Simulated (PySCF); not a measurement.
# Relaxation of singlet MoO2(OH)2

Method: PBE in PySCF with Mo def2-SVP with ECP28, O def2-SVP, H def2-SVP; scalar-relativistic core potentials, no spin–orbit coupling; density-fitted integrals. A (50,194) grid was used.

A hand-made see-saw (ligand arrangement 2) (heavy-atom frame) start, with no symmetry imposed:

Coordinates in bohr (charge 0 multiplicity 1):
```
Mo    0.0660    0.0641   -0.5127
O     0.0660    3.4150   -0.2196
O     2.7167    0.0641    1.5583
O     0.0660   -3.7199   -0.1816
O    -2.9271    0.0641    1.8259
H    -1.3237   -4.8815   -0.0799
H    -3.8461    1.4538    2.5438
```

Optimiser trace:
```csv
step,E − E(last) (kJ/mol),largest gradient (Eh/bohr)
0,348.93,0.15033
2,159.96,0.04206
4,64.90,0.02635
6,26.61,0.01887
8,19.70,0.01241
10,17.46,0.00575
12,16.60,0.00263
14,16.10,0.00260
16,15.51,0.01525
18,13.83,0.00607
20,10.68,0.01738
22,6.58,0.01197
24,3.63,0.00339
26,2.65,0.00874
28,1.36,0.00541
30,0.83,0.00192
32,0.62,0.00190
34,0.49,0.00187
36,0.29,0.00287
38,0.09,0.00179
40,0.05,0.00152
42,0.03,0.00034
44,0.01,0.00056
46,0.00,0.00017
```

It ends at C2 with Mo–O 1.699 Å (×2), Mo–O 1.886 Å (×2), O–H 0.976 Å (×2); H–O–Mo 122.6° (×2), O–Mo–O 108.4° (×2), O–Mo–O 109.3°, O–Mo–O 110.2° (×3) (after a last refinement on a finer grid). A frequency run shows a minimum. Other isomers or separated fragments may lie lower.

Final geometry:
Coordinates in bohr (charge 0 multiplicity 1):
```
Mo    0.0510    0.0369   -0.0103
O     0.2243    2.3999   -2.1782
O     2.8466   -0.1770    1.5555
O    -0.6359   -3.0123   -1.7242
O    -2.5164    0.7305    2.3633
H     0.2133   -4.5973   -1.3129
H    -3.8531    1.9626    2.0509
```

Stability towards spin polarisation was not tested.
